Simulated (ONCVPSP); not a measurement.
## Ranking ONCV potentials for Rb (Z = 37)

All share these settings but for the change named:

ONCVPSP 4.0.1 input, shortened (lines: element, Z, core and valence counts, functional; n l f; lmax; l rc ep ncon nbas qcut; lloc lpopt rc5 dvloc0; l nproj debl; icmod fcfact rcfact), LDA (Perdew-Wang 92), scalar-relativistic:

```
  Rb 37.00    6    3  -001012      upf
    1    0    2.00
    2    0    2.00
    2    1    6.00
    3    0    2.00
    3    1    6.00
    3    2   10.00
    4    0    2.00
    4    1    6.00
    5    0    1.00
    2
    0    2.35    0.00    4    9    5.20
    1    2.35    0.00    4    8    7.20
    2    2.15    0.19    4    9    4.30
    4    5    1.95    4.00
    0    2    1.50
    1    2    2.20
    2    2    0.80
    0    0.00    0.00
```

Test errors are all-electron minus pseudo excitation energies from the reference, over 4s2 4p6 5s0; 4s2 4p6 5s0.5; 4s2 4p6 5s0 5p1; 4s1 4p6 5s1. None of these files shows a bound ghost.

The base gives 101.8 meV.

Of 8 variants that were run, those that failed, showed a ghost or another fault, or gave nearly equal values are left out.

A variant can come out equal or close to the base, since the largest error may sit in a test that the change hardly touches while other tests move.

(1) Rank these variants by their largest absolute test error, smallest first.
A. functional PBEsol
B. all radii scaled by about 1.15 (s 2.70, p 2.70, d 2.48 bohr); local potential polynomial inside 2.24 bohr (lpopt 5, dvloc0 4 Ha)
C. s: rc 3.02

## Answers

(1) A (102.3 meV), B (178.0 meV), C (238.6 meV).
